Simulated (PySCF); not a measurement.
Molecule: SMILES COC(=O)[SiH2][SiH2]C=O. Atoms near the plane z = 0.8 Å, at the GFN2-xTB optimised geometry (x, y, z in Å): C1 (1.1, 1.7, 0.1), O2 (0.5, 0.4, 0.0), C3 (-0.8, 0.4, 0.0), O4 (-1.5, 1.4, 0.0), Si5 (-1.6, -1.4, 0.0), Si6 (-3.2, -1.2, 1.7), H9 (1.0, 2.1, 1.0), H11 (2.2, 1.5, -0.1), H12 (-0.5, -2.3, 0.2).

Calculation: PBE/def2-TZVP (PySCF 2.14.0). The values are rescaled to run from 0 to 1.

```
|.............................|
|.............................|
|.............................|
|.............................|
|.............................|
|.............................|
|.............................|
|................-*=..........|
|.............. .=@*:.........|
|.............   :=-..........|
|............     .  .........|
|............        .........|
|..........    ...   .........|
|........      ...............|
|........ ..   ...............|
|.... ........ ...............|
|.:....::.....................|
|.:...:--:.   ................|
|.....-==-.  .................|
|... .:--:. ..................|
|..  .:::...::................|
|...........::................|
|.............................|
|.............................|
|.............................|
|.............................|
|.............................|
|.............................|
|.............................|
```
Scale: ten equal steps from 0.000 (start of ' ') to 1.00 (end of '@'), in the order ' .:-=+*#%@'; x runs from -4.50 to 4.50, y from -4.50 (bottom) to 4.50 (top).

Task: Which quantity is mapped?
A. an orbital amplitude
B. deformation density (molecule minus spherical neutral atoms)
C. electron localisation function
D. log10 of the electron density

Result: B, deformation density (molecule minus spherical neutral atoms). In full: deformation density (molecule minus spherical neutral atoms) (e/bohr³).
